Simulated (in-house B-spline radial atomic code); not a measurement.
Ionisation energies along the 11-electron series, configuration [Ne] 3s1, as differences of self-consistent energies. Dirac energy differences include first-order Breit, QED and recoil terms. NIST's values go from ground level to ground level; the uncertainty of those that are theory runs from under 0.1 % in few-electron ions to several per cent in heavy many-electron ones. Computed with a radial B-spline atomic code at the basis-set limit: Dirac-Hartree-Fock, average of the configuration, finite nuclei.

| ion | configuration after | ionisation energy (eV) | IE/(q+1)² (eV) | -ε less Coulomb ΔSCF (eV) | Breit and QED recoil part (eV) | tabulated value (eV) | tabulated kind | computed minus tabulated (eV) |
| --- | --- | --- | --- | --- | --- | --- | --- | --- |
| Se23+ | [He] 2s2 2p6 | 1035.6 | 1.798 | 0.067897 | -0.61284 | 1036.36 | semi-empirical | -1 |
| Br24+ | [He] 2s2 2p6 | 1118.4 | 1.7895 | 0.06894 | -0.68615 | 1119.17 | semi-empirical | -1 |
| Kr25+ | [He] 2s2 2p6 | 1204.5 | 1.7818 | 0.06996 | -0.76475 | 1205.23 | semi-empirical | -1 |
| Rb26+ | [He] 2s2 2p6 | 1293.8 | 1.7748 | 0.070963 | -0.84978 | 1294.57 | semi-empirical | -1 |
| Sr27+ | [He] 2s2 2p6 | ? | ? | ? | ? | ? | semi-empirical | ? |
| Zr29+ | [He] 2s2 2p6 | 1581.6 | 1.7573 | 0.073895 | -1.1439 | 1582.37 | semi-empirical | -1 |
| Nb30+ | [He] 2s2 2p6 | 1684.2 | 1.7525 | 0.074856 | -1.2558 | 1684.97 | semi-empirical | -1 |
| Mo31+ | [He] 2s2 2p6 | 1790.1 | 1.7482 | 0.075812 | -1.3749 | 1790.93 | semi-empirical | -1 |
| Tc32+ | [He] 2s2 2p6 | 1899.5 | 1.7442 | 0.076768 | -1.5025 | 1900.28 | semi-empirical | -1 |
| Ru33+ | [He] 2s2 2p6 | ? | ? | ? | ? | ? | semi-empirical | ? |
| Rh34+ | [He] 2s2 2p6 | 2128.4 | 1.7375 | 0.07868 | -1.7813 | 2129.22 | semi-empirical | -1 |
| Pd35+ | [He] 2s2 2p6 | 2248.0 | 1.7346 | 0.079642 | -1.9337 | 2248.87 | semi-empirical | -1 |
| Ag36+ | [He] 2s2 2p6 | 2371.2 | 1.732 | 0.080609 | -2.0953 | 2371.99 | semi-empirical | -1 |
| Cd37+ | [He] 2s2 2p6 | 2497.8 | 1.7298 | 0.081583 | -2.2656 | 2498.62 | semi-empirical | -1 |
| In38+ | [He] 2s2 2p6 | 2627.9 | 1.7278 | 0.082567 | -2.4463 | 2628.77 | semi-empirical | -1 |
| Sn39+ | [He] 2s2 2p6 | 2761.6 | 1.726 | 0.08356 | -2.6367 | 2762.49 | semi-empirical | -1 |
| Sb40+ | [He] 2s2 2p6 | ? | ? | ? | ? | ? | semi-empirical | ? |
| Te41+ | [He] 2s2 2p6 | 3039.8 | 1.7233 | 0.085584 | -3.0492 | 3041 | semi-empirical | -1 |
| I42+ | [He] 2s2 2p6 | 3184.4 | 1.7222 | 0.086618 | -3.2728 | 3185.5 | semi-empirical | -1 |
| Xe43+ | [He] 2s2 2p6 | 3332.6 | 1.7214 | 0.087667 | -3.5072 | 3333.8 | semi-empirical | -1 |
| Cs44+ | [He] 2s2 2p6 | 3484.6 | 1.7208 | 0.088734 | -3.754 | 3485 | tabulated theory | 0 |

Question: Fill in the row of Sr27+.

Answer: ionisation energy (eV): 1386.4; IE/(q+1)² (eV): 1.7684; -ε less Coulomb ΔSCF (eV): 0.071951; Breit and QED recoil part (eV): -0.94097; tabulated value (eV): 1387.19; computed minus tabulated (eV): -1.

Question: Fill in the row of Ru33+.

Answer: ionisation energy (eV): 2012.2; IE/(q+1)² (eV): 1.7407; -ε less Coulomb ΔSCF (eV): 0.077723; Breit and QED recoil part (eV): -1.6375; tabulated value (eV): 2013.04; computed minus tabulated (eV): -1.

Question: Fill in the row of Sb40+.

Answer: ionisation energy (eV): 2898.9; IE/(q+1)² (eV): 1.7245; -ε less Coulomb ΔSCF (eV): 0.084566; Breit and QED recoil part (eV): -2.8379; tabulated value (eV): 2900; computed minus tabulated (eV): -1.

Question: How far is this level of theory from the measured and semi-empirical values?

Answer: Over those 20 rows the differences run from -1.18 to -0.728 eV (mean absolute value 0.86 eV). The calculation leaves out correlation and, in open shells, the multiplet splittings that an average leaves out.
